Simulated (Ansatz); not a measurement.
Ansatz (a quantum-chemistry and plane-wave program) input for GeTe, SMILES [Te]=[Ge] (connectivity only; charge and spin as stated), neutral, multiplicity 1, PBE/def2-TZVPD. Geometry: r2SCAN-D4/def2-TZVP. The def2 effective core potentials stand for the cores of Te; spin–orbit coupling is left out.

Ansatz 0.2 input:
```yaml
crystal:
  periodic: [false, false, false]
  atoms:
    - {symbol: Ge, position_ang: [0.00000000, 0.00000000, -1.45050450]}
    - {symbol: Te, position_ang: [0.00000000, 0.00000000, 0.89261816]}
basis:
  gaussian:
    orbitals: def2-TZVPD
hamiltonian:
  xc: {name: PBE}
```

Output:

```
Functional definition: PBE
integrals: 0.04 GiB planned
822 factors; their error is unknown
mean field: 0.30 GiB planned
mean field evaluation 1: about -63802.8637 eV, gradient 2.4e1 eV
mean field evaluation 2: about -63786.8875 eV, gradient 7.1e1 eV
mean field evaluation 4: about -63803.8585 eV, gradient 3.9e0 eV
mean field evaluation 8: about -63803.8834 eV, gradient 9.7e-2 eV
mean field evaluation 16: about -63803.8803 eV, gradient 4.9e-5 eV
mean field -63803.88025202 eV, -2344.7493514385 hartree, gradient 4.9e-5 eV, S^2 0.000000; 0 other end points of the search recorded, 0 dependent functions left out
reference -63803.88028973 eV, -2344.7493528244 hartree; 28, 28 occupied and 85, 85 virtual orbitals, 822 factors
Total energy: -63803.88028973 eV, -2344.7493528244 hartree
```

The run converged.
